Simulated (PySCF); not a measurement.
H2BFS2, singlet, geometry from GFN2-xTB. Base run: WB97X/6-31G, TDDFT (PySCF).

PySCF was given this input:
```python
from pyscf import gto, scf, dft, tdscf

mol = gto.M(
    atom='''
B    -0.33769502   -0.17264579   -0.01186706
F    -1.51149159   -0.77274655   -0.05311588
S    -0.22763847    1.44754338   -0.79788070
H     1.05430138    1.69941210   -0.54902815
S     0.99490062   -1.05528239    0.82484334
H     1.96140358   -0.15763998    0.65500414
''',
    basis='6-31g',
    verbose=3,
)

mf = dft.RKS(mol)
mf.xc = 'wb97x'
mf.kernel()
td = mf.TDDFT()
td.nstates = 5
td.kernel()
td.analyze()
```

Variants of this job, named by their change:

```
change                                      first excitation (eV)  oscillator strength of the first  second (eV)  core-seconds (rough)
------------------------------------------  ---------------------  --------------------------------  -----------  --------------------
base                                                         6.64                             0.000         7.01                    40
functional = b3lyp                                           6.12                             0.000         6.56                    20
guess vectors = 13 for 5 states                              6.64                             0.000         7.01                    30
conv_tol = 1e-3                                              6.64                             0.000         7.01                    30
functional = blyp                                             ___                             0.000          ___                     7
basis = cc-pVDZ                                               ___                             0.000         7.01                    70
functional = lc_wpbe                                          ___                             0.000          ___                    40
nstates = 10                                                 6.64                             0.000         7.01                    30
response = Tamm-Dancoff                                      6.65                             0.000         7.10                    20
states = triplets; response = Tamm-Dancoff                   6.14                                 -         6.27                    20
nstates = 2                                                  6.64                             0.000         7.01                    30
```

Complete the blanks.


- functional = blyp, first excitation (eV): 5.68
- functional = blyp, second (eV): 6.22
- basis = cc-pVDZ, first excitation (eV): 6.31
- functional = lc_wpbe, first excitation (eV): 6.82
- functional = lc_wpbe, second (eV): 7.09

An iterative solver can miss low states, so a row lists the states that it found.
